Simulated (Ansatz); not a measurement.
`C[O][AlH2]` + `N[SiH2][SiH3]` → `[AlH2][NH][SiH2][SiH3]` + CH₃OH  (ligand exchange at the Al–O bond)

Isolated molecules relaxed with PBE0-D4/def2-TZVP in Ansatz; ΔE leaves out vibrations. CBS: MP2 limit from def2 TZ/QZ plus the TZ coupled-cluster correction, frozen cores. This one scheme is used for every species. DFT in def2-TZVPP. One conformer a species, not always the lowest.

```json
{"species": "`C[O][AlH2]`", "PBE energy (Eh)": "-358.56107"}
{"species": "`N[SiH2][SiH3]`", "PBE energy (Eh)": "-637.62149"}
{"species": "`[AlH2][NH][SiH2][SiH3]`", "PBE energy (Eh)": "-880.53947"}
{"species": "CH₃OH", "PBE energy (Eh)": "-115.63194"}
```

(1) Work out ΔE.

Largest T1 diagnostic among the species: 0.013.

Answers

(1) ΔE = (-880.53947) + (-115.63194) − (-358.56107) − (-637.62149) = 0.01115 Eh = +29.3 kJ/mol. CCSD(T)/CBS gives +27.3 kJ/mol.

In def2-TZVPP, CCSD(T) changes the Hartree–Fock value by −9.2 kJ/mol (the triples alone add −1.7 kJ/mol) and MP2 by −7.9 kJ/mol. The D4 term adds −3.8 kJ/mol with B3LYP and −2.2 kJ/mol with PBE0; it sums over pairs of atoms, weighted by their polarisabilities, and B3LYP, whose exchange is more repulsive, gets the larger term.

B3LYP here is the variant with VWN-RPA as its local correlation; programs differ in this.
